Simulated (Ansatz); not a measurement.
System: CsO, charge 0, multiplicity 2. SMILES: [O][Cs]
Structure (B3LYP-D3(BJ)/def2-TZVP (Ansatz, a first-principles code) minimum search):
```
Cs
O 1 2.3786
```
Charge 0, spin multiplicity 2.

Parts of the frozen-core correlation energy in def2-SVP (Ansatz, hartree). Frozen orbitals: 5; correlated occupied orbitals by spin: 4 and 3; virtual: 29 and 30. UHF or UKS for open shells. Spin-orbit coupling is left out. In def2 rows, elements after Kr have scalar-relativistic effective core potentials.

```
term                           value
-------------------------  ---------
reference (HF)             -94.60494
MP2 opposite-spin           -0.11302
MP2 same-spin               -0.03987
CCSD correlation            -0.16305
(T)                         -0.00268
CCSDT minus CCSD(T)         -0.00030
CCSDT(Q) minus CCSD(T)      -0.00076
T1 diagnostic                  0.023
largest doubles amplitude      0.046
<S^2> of the reference         0.760
```
